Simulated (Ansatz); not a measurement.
Total energies of (H2B-mu-SH)2 (B₂H₆S₂) from Ansatz at PBE0-D4/def2-TZVPD, gas phase (1 Eh = 27.2114 eV = 2625.5 kJ/mol). The reference geometry is relaxed at PBE-D4/def2-SVP.

```csv
state,geometry,energy (Eh)
charge 0 singlet,reference,-849.42596
charge -1 doublet,reference,-849.41238
free B atom (doublet),–,-24.61833
free H atom (doublet),–,-0.50104
free S atom (triplet),–,-397.97420
```

(1) Work out the vertical electron affinity, to the doublet.

(2) What is the binding energy per atom against free atoms?

(1) E(charge 0 singlet) − E(charge -1 doublet) = -849.42596 − (-849.41238) = -0.01358 Eh = -0.37 eV; negative, so the extra electron isn't bound.

(2) Atoms: 2 × (-24.61833) + 6 × (-0.50104) + 2 × (-397.97420) = -848.19130 Eh. Binding: -848.19130 − (-849.42596) = 1.23466 Eh = 33.60 eV, or 3.36 eV for each of 10 atoms (no zero-point energy, no counterpoise term).

At PBE0-D4/def2-TZVPD the highest occupied level of the charge -1 doublet lies above zero (up to 1.44 eV). By energy differences it is unbound by 0.37 eV (vertical, to the charge 0 singlet, at PBE0-D4/def2-TZVPD) and held by the finite basis.
